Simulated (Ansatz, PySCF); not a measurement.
silanone anion (H₂OSi), SMILES O=[SiH2] (connectivity only; charge and spin as stated), charge -1, multiplicity 2. Atoms are numbered in the order given.

```xyz
4

Si     0.4268     0.3440     0.0000
O     -1.0771    -0.1233     0.0000
H      1.2797    -0.1230    -1.1857
H      1.2797    -0.1230     1.1857
```
Charge -1, spin multiplicity 2.

The structure is a stationary point at B3LYP-D3(BJ)/def2-TZVPD. The multiplicity is an assumed one; other spin states were not compared.

Two levels are set side by side: PBE-D3(BJ)/def2-TZVPD (Ansatz, a program for electronic structure) and B3LYP-D3(BJ)/def2-TZVPD (Ansatz). Each level has its own optimised geometry; the coordinates shown are those of the second. Frequencies come from the Hessian of PySCF at each geometry. Differences are taken from unrounded values.

```
quantity                            B3LYP-D3(BJ)
----------------------------------  ------------
mean bond length (Å)                       1.547
bond Si1–O2 (Å)                            1.575
bond Si1–H3 (Å)                            1.533
bond Si1–H4 (Å)                            1.533
highest harmonic wavenumber (cm⁻¹)          1895
mean harmonic wavenumber (cm⁻¹)             1199
zero-point energy (kcal/mol)               10.29
```

Problem. What does PBE-D3(BJ) give, and how far is it from B3LYP-D3(BJ)? (Estimate from the structure and the level; the computed values follow.)

Solution. 
| quantity | PBE-D3(BJ) | PBE-D3(BJ) minus B3LYP-D3(BJ) |
|---|---|---|
| mean bond length (Å) | 1.563 | 0.016 |
| bond Si1–O2 (Å) | 1.590 | 0.015 |
| bond Si1–H3 (Å) | 1.550 | 0.016 |
| bond Si1–H4 (Å) | 1.550 | 0.016 |
| highest harmonic wavenumber (cm⁻¹) | 1833 | -62 |
| mean harmonic wavenumber (cm⁻¹) | 1153 | -46 |
| zero-point energy (kcal/mol) | 9.89 | -0.40 |

Exact exchange shortens and stiffens bonds; PBE has none. Differences between two approximate levels are no errors against the true value.
